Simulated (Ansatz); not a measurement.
Two members of one family (Series SiClX3), computed with Ansatz in the gas phase. The two geometries come from different levels. Binding counts from free atoms in the multiplicity of their measured ground term, without zero-point energy. A dash marks a value that wasn't run or was left out as unsound. The structures are stationary points that may keep the symmetry of their start. Remarks come from the PBE and PBE0 runs and from stability tests at other levels; not every state was tested. HOMO above LUMO (over both spins in singlets and doublets, within one spin in higher multiplets; at PBE or PBE0), or a gap under 0.15 eV within one spin, warns that the state may not be the lowest or that an electron is smeared out.

First: SiCl(vinyl)3 (singlet, charge 0, PBE-D4/def2-SVP geometry).

```xyz
17

Si    0.027    0.022   -0.036
Cl    1.102    0.929   -1.595
C    -1.805    0.209   -0.389
C    -2.327    0.801   -1.481
H    -2.503   -0.202    0.368
H    -1.679    1.228   -2.266
H    -3.416    0.883   -1.639
C     0.474    0.877    1.573
C     1.320    1.919    1.686
H    -0.001    0.485    2.494
H     1.821    2.350    0.801
H     1.547    2.387    2.660
C     0.497   -1.793    0.036
C     1.393   -2.392   -0.773
H    -0.009   -2.409    0.804
H     1.926   -1.827   -1.556
H     1.632   -3.466   -0.687
```

```json
{"level": "PBE-D4/def2-TZVP", "HOMO (eV)": "-6.64", "LUMO (eV)": "-1.82", "gap (eV)": "4.82", "vertical IE (eV)": "9.02", "vertical triplet (eV)": "4.07", "binding per atom (eV)": "4.41"}
{"level": "r2SCAN-D4/def2-TZVP", "HOMO (eV)": "-6.84", "LUMO (eV)": "-1.64", "gap (eV)": "5.20", "vertical IE (eV)": "–", "vertical triplet (eV)": "3.81", "binding per atom (eV)": "4.32"}
{"level": "PBE0-D4/def2-SVP", "HOMO (eV)": "-7.67", "LUMO (eV)": "-0.66", "gap (eV)": "7.01", "vertical IE (eV)": "–", "vertical triplet (eV)": "–", "binding per atom (eV)": "4.38"}
{"level": "PBE0-D4/def2-TZVP", "HOMO (eV)": "-7.72", "LUMO (eV)": "-0.84", "gap (eV)": "6.87", "vertical IE (eV)": "9.35", "vertical triplet (eV)": "3.95", "binding per atom (eV)": "4.34"}
{"level": "CAM-B3LYP-D4/def2-TZVP", "HOMO (eV)": "-9.02", "LUMO (eV)": "0.30", "gap (eV)": "9.32", "vertical IE (eV)": "9.71", "vertical triplet (eV)": "–", "binding per atom (eV)": "4.31"}
```

Second: SiCl(NHMe)3 (singlet, charge 0, r2SCAN-D4/def2-SVP geometry).

```xyz
20

Si    0.0161   -0.0232    0.0166
Cl    0.8501   -0.5783    1.8805
N    -1.6364    0.3442    0.2724
C    -2.5513   -0.3259    1.1740
H    -1.9542    1.2459   -0.0716
H    -3.5026   -0.5940    0.6791
H    -2.0959   -1.2592    1.5379
H    -2.7947    0.2789    2.0675
N     0.2121   -1.3385   -1.0666
C     1.3740   -2.2018   -1.1558
H    -0.6450   -1.7428   -1.4332
H     1.6074   -2.4643   -2.2030
H     2.2547   -1.6818   -0.7452
H     1.2646   -3.1440   -0.5843
N     0.8447    1.3575   -0.5698
C     1.2707    2.4869    0.2347
H     1.3628    1.2328   -1.4345
H     1.1862    3.4366   -0.3236
H     0.6248    2.5726    1.1229
H     2.3120    2.3984    0.6021
```

Q: Estimate how these quantities change from the first to the second (second minus first).

A: 
| level | Δ HOMO (eV) | Δ LUMO (eV) | Δ gap (eV) | Δ vertical IE (eV) | Δ vertical triplet (eV) | Δ binding per atom (eV) |
| --- | --- | --- | --- | --- | --- | --- |
| PBE-D4/def2-TZVP | 1.20 | 1.81 | 0.61 | -1.04 | 1.38 | -0.45 |
| r2SCAN-D4/def2-TZVP | 1.12 | 2.27 | 1.15 | – | 2.07 | -0.45 |
| PBE0-D4/def2-SVP | 1.03 | 2.15 | 1.12 | – | – | -0.47 |
| PBE0-D4/def2-TZVP | 0.90 | 1.66 | 0.76 | -0.81 | 2.10 | -0.45 |
| CAM-B3LYP-D4/def2-TZVP | 0.79 | 1.30 | 0.51 | – | – | -0.40 |

Remarks: gap within one spin near zero at PBE or PBE0 (+1 doublet), gap within one spin near zero at PBE or PBE0 (triplet).
